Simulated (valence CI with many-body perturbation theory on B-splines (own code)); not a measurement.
## Se IV: electric-dipole lines

Calculated by valence CI with perturbative core correlation (CI+MBPT): three valence electrons over a frozen Dirac-Fock core [Ar] 3d10, radial functions for each j: 11 s, 11 p, 10 d, 8 f, 5 g, 2 h, with the one-electron correlation potential Σ1 (screened to all orders), the two-electron term Σ2, the three-electron term Σ3, Breit, model QED; selected single and double excitations, second order for the rest, scaled by the run's own slope (own B-spline code, finite nucleus).

Set against measurement, 16 paired levels are off by 170 cm⁻¹ on average, the worst by 676. These come from a selection out of Moore, Atomic Energy Levels, vol. II, NSRDS-NBS 35 (1971 reprint of NBS Circular 467, 1952), an old analysis. Levels without a partner in it may be off by more.

Lines 101 to 150 of 586 in falling wavelength, among levels below 310625 cm⁻¹, chosen from the strongest by gf and those to the six lowest levels. Wavelengths and rates use the calculated energies, so an error of 200 cm⁻¹ moves a line at 4850 Å by 0.97 % and its rate by three times that or more. Electric multipoles are in the length gauge, E1 and E2 with the static RPA response of the core. Weak lines are less certain than strong ones. Lines between different terms over intervals too small for the method are left out, as are lines whose strength nearly cancels. Where a level lies close to another of its J and parity, the split of strength between their lines is uncertain. The highest levels of a list are the least certain.

Names give the largest LS component (configuration and term), which can be under half, so a name can repeat, a term be missing and a line seem to break the LS rules; names also repeat where a configuration has a term twice. Letters in brackets count levels of one name in rising energy.

```
λ vac (Å)            Upper                 Lower   A (s⁻¹)  S (a.u.) with core polarisation  S without
     4850   4s2 6f 2F°_7/2         4s2 6d 2D_5/2  1.85e+08                         8.35e+01   8.36e+01
     4838   4s2 6f 2F°_5/2         4s2 6d 2D_5/2  1.23e+07                         4.11e+00   4.12e+00
     4819   4s2 6f 2F°_5/2         4s2 6d 2D_3/2  1.70e+08                         5.64e+01   5.65e+01
     4644  4s 4p 5p 2D_5/2  4s 4p 4d 2P°_3/2 [a]  1.08e+07                         3.21e+00   3.25e+00
     4580   4s2 6f 2F°_7/2         4s2 5g 2G_9/2  2.08e+06                         7.90e-01   7.89e-01
     4576  4s 4p 5p 2P_1/2  4s 4p 5s 2P°_3/2 [a]  1.02e+07                         9.69e-01   9.70e-01
     4569   4s2 6f 2F°_5/2         4s2 5g 2G_7/2  2.03e+06                         5.74e-01   5.74e-01
     4550  4s 4p 5p 2P_3/2  4s 4p 5s 2P°_3/2 [a]  1.73e+07                         3.22e+00   3.23e+00
     4530   4s2 6h 2H°_9/2         4s2 5g 2G_9/2  9.49e+06                         4.35e+00   4.35e+00
     4530  4s2 6h 2H°_11/2         4s2 5g 2G_9/2  4.27e+08                         2.35e+02   2.35e+02
     4530   4s2 6h 2H°_9/2         4s2 5g 2G_7/2  4.18e+08                         1.92e+02   1.91e+02
     4511    4s2 7s 2S_1/2        4s2 6p 2P°_1/2  8.40e+07                         7.61e+00   7.60e+00
     4221  4s 4p 5p 2P_1/2        4s2 6p 2P°_1/2  2.10e+07                         1.56e+00   1.57e+00
     4199  4s 4p 5p 2P_3/2        4s2 6p 2P°_1/2  1.43e+07                         2.09e+00   2.10e+00
     4176    4s2 6d 2D_3/2        4s2 6p 2P°_3/2  3.29e+07                         4.73e+00   4.74e+00
     4162    4s2 6d 2D_5/2        4s2 6p 2P°_3/2  2.01e+08                         4.29e+01   4.30e+01
     4075  4s 4p 5p 4P_3/2  4s 4p 5s 2P°_3/2 [a]  1.05e+07                         1.40e+00   1.41e+00
     3954    4s2 8d 2D_3/2        4s2 7p 2P°_3/2  5.47e+06                         6.67e-01   6.70e-01
     3942    4s2 8d 2D_5/2        4s2 7p 2P°_3/2  3.08e+07                         5.59e+00   5.61e+00
     3902    4s2 8d 2D_3/2        4s2 7p 2P°_1/2  2.75e+07                         3.22e+00   3.23e+00
     3898    4s2 6d 2D_3/2  4s 4p 5s 2P°_1/2 [a]  1.22e+08                         1.43e+01   1.43e+01
     3896  4s 4p 5p 4D_1/2  4s 4p 5s 2P°_1/2 [a]  6.67e+06                         3.89e-01   3.90e-01
     3889    4s2 7s 2S_1/2        4s2 6p 2P°_3/2  1.40e+08                         8.13e+00   8.11e+00
     3809  4s 4p 5p 4P_5/2  4s 4p 5s 2P°_3/2 [a]  2.68e+06                         4.38e-01   4.42e-01
     3791  4s 4p 5p 4P_3/2        4s2 6p 2P°_1/2  4.53e+06                         4.87e-01   4.90e-01
     3771  4s 4p 5p 2S_1/2  4s 4p 4d 2P°_1/2 [a]  5.97e+07                         3.16e+00   3.16e+00
     3769    4s2 8d 2D_5/2  4s 4p 4d 2P°_3/2 [b]  5.12e+06                         8.12e-01   8.13e-01
     3708  4s 4p 5p 4D_3/2  4s 4p 5s 2P°_1/2 [a]  1.52e+07                         1.53e+00   1.54e+00
     3694    4s2 8d 2D_3/2  4s 4p 4d 2P°_1/2 [b]  4.39e+06                         4.37e-01   4.37e-01
     3680   4s2 8p 2P°_1/2         4s2 6d 2D_3/2  1.93e+07                         9.47e-01   9.44e-01
     3672  4s 4p 5p 2P_1/2        4s2 6p 2P°_3/2  1.20e+07                         5.87e-01   5.90e-01
     3670  4s 4p 5p 4D_5/2        4s2 6p 2P°_3/2  8.38e+06                         1.23e+00   1.24e+00
     3670   4s2 8p 2P°_3/2         4s2 6d 2D_5/2  1.86e+07                         1.82e+00   1.81e+00
     3656  4s 4p 5p 2S_1/2  4s 4p 4d 2P°_3/2 [a]  1.33e+08                         6.41e+00   6.43e+00
     3655  4s 4p 5p 2P_3/2        4s2 6p 2P°_3/2  3.21e+07                         3.09e+00   3.10e+00
     3647    4s2 7s 2S_1/2  4s 4p 5s 2P°_1/2 [a]  3.96e+07                         1.89e+00   1.89e+00
     3646    4s2 8d 2D_3/2  4s 4p 4d 2D°_5/2 [b]  3.57e+06                         3.42e-01   3.41e-01
     3600    4s2 7g 2G_7/2  4s 4p 4d 2F°_5/2 [b]  1.29e+07                         2.37e+00   2.37e+00
     3567    4s2 7g 2G_9/2  4s 4p 4d 2F°_7/2 [b]  1.64e+07                         3.67e+00   3.66e+00
     3564  4s 4p 5p 4S_3/2  4s 4p 5s 2P°_3/2 [a]  5.88e+06                         5.25e-01   5.30e-01
     3548    4s2 8d 2D_3/2  4s 4p 4d 2F°_5/2 [b]  2.53e+07                         2.23e+00   2.22e+00
     3506    4s2 8d 2D_5/2  4s 4p 4d 2F°_7/2 [b]  2.56e+07                         3.27e+00   3.26e+00
     3477    4s2 6g 2G_7/2        4s2 5f 2F°_5/2  1.49e+08                         2.47e+01   2.48e+01
     3467  4s 4p 5p 2D_3/2  4s 4p 5s 2P°_3/2 [a]  4.03e+07                         3.31e+00   3.34e+00
     3455  4s 4p 5p 2P_1/2  4s 4p 5s 2P°_1/2 [a]  8.75e+07                         3.56e+00   3.58e+00
     3450    4s2 6g 2G_7/2        4s2 5f 2F°_7/2  5.34e+06                         8.65e-01   8.66e-01
     3450    4s2 6g 2G_9/2        4s2 5f 2F°_7/2  1.49e+08                         3.03e+01   3.03e+01
     3440  4s 4p 5p 2P_3/2  4s 4p 5s 2P°_1/2 [a]  1.52e+07                         1.22e+00   1.23e+00
     3403  4s 4p 5p 4D_1/2      4s 4p 5s 4P°_3/2  2.20e+07                         8.56e-01   8.68e-01
     3396    4s2 6d 2D_5/2      4s 4p 5s 4P°_3/2  1.03e+07                         1.20e+00   1.21e+00
```
